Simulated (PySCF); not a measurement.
**Basis-set dependence of population analyses: `BN(C)B(N)F`**

CH7B2FN2.
Geometry (PBE0-D3(BJ)/def2-SVP, Å), atoms numbered from 1 in this order:
```
atom  x, y, z in Å
B1    -1.1705    1.0741   -0.8766
N2    -1.0326   -0.0612   -0.0672
C3    -2.1751   -0.9222    0.2169
B4     0.2373   -0.4522    0.5356
N5     1.4388    0.2424    0.3866
F6     0.2287   -1.5684    1.2854
H7    -2.2481    1.3514   -1.3520
H8    -0.2114    1.7788   -1.1011
H9    -1.9990   -1.9503   -0.1352
H10   -2.3764   -0.9766    1.2978
H11   -3.0677   -0.5285   -0.2854
H12    1.5205    1.0911   -0.1528
H13    2.2871   -0.0714    0.8353
```

PBE0 throughout (PySCF), one geometry, spherical d and f functions. Isolated species at its PBE0-D3(BJ)/def2-SVP geometry (one conformer only). Atoms taken as equivalent share a column and are averaged. The first 7 of 9 kinds of atom are listed.

Mulliken charges (e):

```tsv
basis	functions	B1	N2	C3	B4	N5	F6	H7/H8
STO-3G	37	+0.156	-0.367	-0.150	+0.441	-0.490	-0.142	-0.070
6-31G	68	+0.253	-0.663	-0.322	+0.848	-0.877	-0.342	-0.068
pcSseg-0	68	+0.207	-0.927	-0.421	+1.040	-0.903	-0.363	-0.011
6-31G*	98	+0.074	-0.382	-0.395	+0.661	-0.838	-0.307	-0.045
cc-pVDZ	119	-0.037	-0.046	+0.012	+0.048	-0.057	-0.143	-0.069
def2-SVP	119	+0.015	-0.202	+0.063	+0.112	-0.141	-0.161	-0.059
aug-cc-pVDZ	201	-1.505	-0.201	+0.859	+0.713	+0.048	-0.425	+0.628
6-311+G(2d,p)	204	-0.064	-0.302	-0.506	+1.081	-0.733	-0.389	-0.032
def2-TZVP	228	-0.081	-0.036	-0.299	+0.354	-0.504	-0.275	-0.028
cc-pVTZ	278	-0.111	+0.038	-0.192	+0.187	-0.252	-0.248	-0.027
IGLO-III	280	+0.291	-0.423	-0.318	+0.789	-0.556	-0.402	-0.091
pcSseg-2	314	+0.389	-0.669	+0.166	+0.702	-0.431	-0.378	-0.111
```

IAO charges (e):

```json
{"basis": "STO-3G", "functions": "37", "B1": "+0.027", "N2": "-0.289", "C3": "-0.303", "B4": "+0.389", "N5": "-0.483", "F6": "-0.182", "H7/H8": "-0.018"}
{"basis": "6-31G", "functions": "68", "B1": "+0.002", "N2": "-0.302", "C3": "-0.320", "B4": "+0.531", "N5": "-0.596", "F6": "-0.336", "H7/H8": "-0.007"}
{"basis": "pcSseg-0", "functions": "68", "B1": "-0.004", "N2": "-0.297", "C3": "-0.298", "B4": "+0.506", "N5": "-0.558", "F6": "-0.323", "H7/H8": "-0.010"}
{"basis": "6-31G*", "functions": "98", "B1": "+0.024", "N2": "-0.322", "C3": "-0.291", "B4": "+0.568", "N5": "-0.599", "F6": "-0.341", "H7/H8": "-0.015"}
{"basis": "cc-pVDZ", "functions": "119", "B1": "-0.001", "N2": "-0.305", "C3": "-0.290", "B4": "+0.548", "N5": "-0.588", "F6": "-0.341", "H7/H8": "-0.010"}
{"basis": "def2-SVP", "functions": "119", "B1": "+0.010", "N2": "-0.306", "C3": "-0.280", "B4": "+0.544", "N5": "-0.578", "F6": "-0.339", "H7/H8": "-0.014"}
{"basis": "aug-cc-pVDZ", "functions": "201", "B1": "+0.006", "N2": "-0.313", "C3": "-0.300", "B4": "+0.560", "N5": "-0.617", "F6": "-0.349", "H7/H8": "-0.008"}
{"basis": "6-311+G(2d,p)", "functions": "204", "B1": "+0.012", "N2": "-0.320", "C3": "-0.301", "B4": "+0.566", "N5": "-0.620", "F6": "-0.352", "H7/H8": "-0.009"}
{"basis": "def2-TZVP", "functions": "228", "B1": "+0.013", "N2": "-0.321", "C3": "-0.300", "B4": "+0.573", "N5": "-0.619", "F6": "-0.353", "H7/H8": "-0.010"}
{"basis": "cc-pVTZ", "functions": "278", "B1": "+0.011", "N2": "-0.320", "C3": "-0.301", "B4": "+0.571", "N5": "-0.617", "F6": "-0.351", "H7/H8": "-0.010"}
{"basis": "IGLO-III", "functions": "280", "B1": "+0.012", "N2": "-0.321", "C3": "-0.302", "B4": "+0.571", "N5": "-0.622", "F6": "-0.353", "H7/H8": "-0.009"}
{"basis": "pcSseg-2", "functions": "314", "B1": "+0.015", "N2": "-0.322", "C3": "-0.301", "B4": "+0.573", "N5": "-0.621", "F6": "-0.353", "H7/H8": "-0.010"}
```

Hirshfeld charges (e):

```tsv
basis	functions	B1	N2	C3	B4	N5	F6	H7/H8
STO-3G	37	+0.098	-0.158	+0.028	+0.214	-0.223	-0.089	-0.084
6-31G	68	+0.097	-0.151	-0.044	+0.239	-0.247	-0.157	-0.064
pcSseg-0	68	+0.098	-0.142	-0.047	+0.245	-0.248	-0.158	-0.069
6-31G*	98	+0.099	-0.151	-0.044	+0.236	-0.248	-0.147	-0.065
cc-pVDZ	119	+0.101	-0.149	-0.055	+0.238	-0.251	-0.142	-0.068
def2-SVP	119	+0.103	-0.153	-0.057	+0.248	-0.255	-0.149	-0.068
aug-cc-pVDZ	201	+0.115	-0.175	-0.069	+0.264	-0.264	-0.149	-0.061
6-311+G(2d,p)	204	+0.120	-0.181	-0.061	+0.266	-0.262	-0.157	-0.062
def2-TZVP	228	+0.115	-0.172	-0.064	+0.264	-0.264	-0.154	-0.063
cc-pVTZ	278	+0.113	-0.168	-0.065	+0.263	-0.265	-0.152	-0.064
IGLO-III	280	+0.116	-0.175	-0.069	+0.268	-0.266	-0.153	-0.061
pcSseg-2	314	+0.117	-0.174	-0.070	+0.270	-0.267	-0.154	-0.062
```

Some averages cover members that differ in this geometry, most widely: H7/H8, Mulliken in aug-cc-pVDZ +0.591 to +0.665; H7/H8, Mulliken in def2-TZVP -0.049 to -0.006; H7/H8, Mulliken in pcSseg-0 -0.033 to +0.010; H7/H8, Mulliken in 6-311+G(2d,p) -0.048 to -0.016 e.

Problem. Which scheme is steadiest as the basis changes?

Solution. Largest range over the bases for any column: Hirshfeld 0.10 e, IAO 0.18 e, Mulliken 1.89 e. Hirshfeld charges move least and Mulliken charges most, counted in e. Without the minimal STO-3G basis the ranges are Hirshfeld 0.04, IAO 0.07, Mulliken 1.89 e.

Problem. How much do the charges still move between the two largest bases, IGLO-III and pcSseg-2?

Solution. At most, over all atoms: Mulliken 0.484 e, IAO 0.003 e, Hirshfeld 0.002 e.

Problem. What do the same runs give for the total energy, the frontier levels and the dipole moment?

Solution. 
```
        basis  energy (Eh)  HOMO (eV)  LUMO (eV)  μ (D)
       STO-3G    -297.2433      -5.03       3.38   1.50
        6-31G    -301.1104      -7.42       0.02   0.97
     pcSseg-0    -300.5245      -7.61      -0.12   0.97
       6-31G*    -301.1763      -7.34       0.12   0.96
      cc-pVDZ    -301.2005      -7.42      -0.15   0.98
     def2-SVP    -300.9665      -7.51      -0.18   0.97
  aug-cc-pVDZ    -301.2234      -7.65      -0.57   0.78
6-311+G(2d,p)    -301.2831      -7.67      -0.56   0.80
    def2-TZVP    -301.3084      -7.65      -0.43   0.83
      cc-pVTZ    -301.2991      -7.61      -0.37   0.86
     IGLO-III    -301.3172      -7.66      -0.53   0.79
     pcSseg-2    -301.3109      -7.68      -0.50   0.81
```

The dipole is fixed by the density alone, so its range of 0.72 D shows that the density itself changes with the basis, not only its division among atoms.
